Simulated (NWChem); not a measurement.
Molecule: phosphoric acid (H₃PO₄); SMILES O=P(O)(O)O

```xyz
8

O      1.4282    -0.1440    -0.5880
P      0.0003    -0.0025     0.1301
O      0.0037    -0.0306     1.6054
O     -0.5817     1.3264    -0.5553
O     -0.8505    -1.1491    -0.6018
H      2.0001    -0.7483    -0.0976
H     -0.3507     2.1085    -0.0377
H     -1.6499    -1.3555    -0.1007
```
Atoms are numbered in this order, from 1.

Program: NWChem. The geometry was optimised at PBE0/def2-SVP. Level: PBE0/def2-SVP with SMD (1 M gas to 1 M solution), gas-phase geometry. Reactions with the solvent are ignored.

For solvent water:

solvation free energy (kcal/mol): -15.9
cavity-dispersion-structure term (kcal/mol): 5.9

Estimate the same quantities for solvent n-hexane.

The solvation free energy (kcal/mol) is -5.4. The cavity-dispersion-structure term (kcal/mol) is -1.6.
